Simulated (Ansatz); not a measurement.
Method: frozen-core CCSD(T)/cc-pVTZ // PBE0-D3(BJ)/def2-TZVP (Ansatz, a first-principles code).

Ansatz 0.2 input:
```yaml
crystal:
  periodic: [false, false, false]
  atoms:
    - { symbol: C, position_ang: [1.667631, -0.392852, 0.071981] }
    - { symbol: C, position_ang: [0.499937, -0.131049, -0.001435] }
    - { symbol: C, position_ang: [-0.918491, 0.162898, -0.09374] }
    - { symbol: F, position_ang: [-1.164413, 1.511828, 0.060579] }
    - { symbol: H, position_ang: [2.70552, -0.620144, 0.138025] }
    - { symbol: H, position_ang: [-1.306317, -0.142735, -1.070316] }
    - { symbol: H, position_ang: [-1.468364, -0.373058, 0.68593] }
basis:
  gaussian: { orbitals: cc-pVTZ }
correlation:
  method: ccsd_t
```

Output:

```
Functional definition: HF
943 factors; integrals over basis functions are off by at most 8.3e-4 eV
mean field evaluation 1: about -5842.4853 eV, gradient 3.0e1 eV
mean field evaluation 2: about -5842.4915 eV, gradient 3.0e1 eV
mean field evaluation 4: about -5844.6456 eV, gradient 3.7e0 eV
mean field evaluation 8: about -5844.6789 eV, gradient 2.1e-4 eV
mean field evaluation 16: about -5844.6734 eV, gradient 2.2e-1 eV
mean field -5844.67892060 eV, -214.7879886663 hartree, gradient 1.6e-6 eV, S^2 0.000000; 0 other end points of the search recorded, 0 dependent functions left out
4 core orbitals not correlated
reference -5844.67892060 eV, -214.7879886663 hartree; 11, 11 occupied and 147, 147 virtual orbitals, 943 factors
second order -19.57323448 eV of doubles, -0.00000000 eV of singles
cycle   1  -19.45226301 eV  change    1.2e-1 eV  update   9.6e-2
cycle   2  -19.93919721 eV  change   -4.9e-1 eV  update   2.9e-2
cycle   3  -20.04947061 eV  change   -1.1e-1 eV  update   1.4e-2
cycle   4  -20.04501994 eV  change    4.5e-3 eV  update   4.0e-3
cycle   5  -20.04637477 eV  change   -1.4e-3 eV  update   1.7e-3
cycle   6  -20.04793562 eV  change   -1.6e-3 eV  update   4.8e-4
cycle   7  -20.04795479 eV  change   -1.9e-5 eV  update   1.7e-4
cycle   8  -20.04790045 eV  change    5.4e-5 eV  update   5.1e-5
cycle   9  -20.04792322 eV  change   -2.3e-5 eV  update   2.2e-5
perturbative correction -0.84184081 eV, -0.0309370790 hartree
Total energy: -5865.56868462 eV, -215.5556733346 hartree
```

Cost: very roughly 30 core-seconds.
